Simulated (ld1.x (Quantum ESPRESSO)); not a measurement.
# Which change was made? (S, ultrasoft)

ld1.x (Quantum ESPRESSO) 7.5 input, shortened:

```
&input
   title='S', zed=16., rel=0, dft='PBE', iswitch=3,
   config='[Ne] 3s2 3p2'
 /
 &inputp
   pseudotype=3, tm=.true., lloc=-2, rcloc=1.40,
   nlcc=.false.,
   which_augfun='PSQ', rmatch_augfun=1.30
 /
4
3S  1  0   2.00   0.00  1.30  1.55  0.0
3S  1  0   0.00  -0.70  1.30  1.55  0.0
3P  2  1   2.00   0.00  1.20  1.60  0.0
3P  2  1   0.00   2.05  1.20  1.60  0.0
 &test
   configts(1)='3s2 3p2'
 /
```

Cutoffs, loose and tight: the cutoffs (Ry, on a coarse ladder) from which the occupation-weighted sum of valence levels, in a spherical-Bessel basis at the reference potential, stays within 10 and 1 mRy of its value at 400 Ry. They do not see the model core or the augmentation charge, which bear on the density cutoff. Test errors are all-electron minus pseudo excitation energies from the reference, over the configurations 3s2 3p4; 3s2 3p3; 3s2 3p1; 3s2 3p3.5; 3s2 3p4.3; 3s2 3p0; 3s1 3p5; variants that change the core or the reference have their own tests.

The base gives: outcome: generated; cutoff, loose: 18 Ry; cutoff, tight: 30 Ry; bound ghosts: none; largest test error (meV): +41.

Question: After one change the result is: outcome: generated; cutoff, loose: 15 Ry; cutoff, tight: 35 Ry; bound ghosts: none; largest test error (meV): +88. Which change was it?
A. waves 3p (bound): rcut 1.20, rcutus 1.46 bohr; 3p channel at 2.05 Ry: rcut 1.20, rcutus 1.46 bohr
B. waves 3p (bound): rcut 1.18, rcutus 1.26 bohr; 3p channel at 2.05 Ry: rcut 1.18, rcutus 1.26 bohr
C. waves 3p (bound): rcut 1.04, rcutus 1.10 bohr; 3p channel at 2.05 Ry: rcut 1.04, rcutus 1.10 bohr
D. waves 3p (bound): rcut 1.20, rcutus 2.00 bohr; 3p channel at 2.05 Ry: rcut 1.20, rcutus 2.00 bohr

Answer: B. The others give: waves 3p (bound): rcut 1.04, rcutus 1.10 bohr; 3p channel at 2.05 Ry: rcut 1.04, rcutus 1.10 bohr → outcome: generated; cutoff, loose: 40 Ry; cutoff, tight: 50 Ry; bound ghosts: p; largest test error (meV): +51 | waves 3p (bound): rcut 1.20, rcutus 2.00 bohr; 3p channel at 2.05 Ry: rcut 1.20, rcutus 2.00 bohr → outcome: generated, overlap not positive; bound ghosts: not determined (overlap not positive); largest test error (meV): +71 | waves 3p (bound): rcut 1.20, rcutus 1.46 bohr; 3p channel at 2.05 Ry: rcut 1.20, rcutus 1.46 bohr → outcome: generated; cutoff, loose: 15 Ry; cutoff, tight: 35 Ry; bound ghosts: none; largest test error (meV): +32. A file whose overlap is not positive is unfit for use, and its test errors describe a broken file.
